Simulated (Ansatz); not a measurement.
Basis-set extrapolation for `FCC(F)(F)OC(F)C(F)F` (PBE0-D4/def2-TZVP geometry, frozen core, Ansatz 0.2.0). Multiplicity 1, RHF reference.

|  | def2-TZVPP | def2-QZVPP |
| --- | --- | --- |
| HF | -825.655459 | -825.690978 |
| MP2 correlation | -2.359559 | -2.566974 |
| CCSD(T) correlation | -2.466314 | not run |

Energies in hartree. Use E(X) = E(∞) + A·exp(−7.88·√X) for Hartree–Fock and E(X) = E(∞) + B·X^(−2.97) for correlation, with X = 3 and 4, and add CCSD(T) minus MP2 of the smaller set to the MP2 limit.

Task: What is the CCSD(T) energy at the basis-set limit?

Result: HF limit: -825.690978 + (-0.035519) × 0.13774 = -825.69587. MP2 limit: -2.566974 + (-0.207415) × 0.74074 = -2.72061. Higher-order term: -2.466314 − (-2.359559) = -0.10676. Total: -828.52324 hartree, 1054.1 kJ/mol below CCSD(T)/def2-TZVPP.
